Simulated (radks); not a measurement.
All-electron atom: neutral cerium in [Xe] 4f1 5d1 6s1.5 6p0.5 (fractional occupations, a model configuration). Calculated with a radial shooting solver on a logarithmic mesh with Libxc functionals: scalar-relativistic Kohn-Sham, BLYP, spin-unpolarised, spherical densities, point nucleus.

Radial electron density D(r) = 4 pi r^2 rho(r):

```
   r/bohr * D(r) (the largest magnitude, 100, reaches the edge; | marks zero)
  0.00427 |             *
  0.00588 |                    *
 0.008097 |                             *
  0.01106 |                                    *
  0.01523 |                                         *
  0.02098 |                                        *
  0.02889 |                                    *
  0.03979 |                                     *
  0.05479 |                                               *
  0.07485 |                                                      *
   0.1031 |                                               *
    0.142 |                                       *
   0.1955 |                                              *
   0.2692 |                                       *
   0.3678 |                   *
   0.5065 |                  *
   0.6975 |                 *
   0.9606 |        *
    1.323 |    *
    1.807 |  *
    2.489 |*
    3.427 |*
     4.72 *
      6.5 *
     8.88 *
    12.23 *
    16.84 *
```

D(r) has 4 maxima, at r = 0.0172, 0.0761, 0.213, 0.594 bohr, and minima at 0.0331, 0.141, 0.435 bohr, inside which lie 1.97, 11.16, 29.01 electrons.
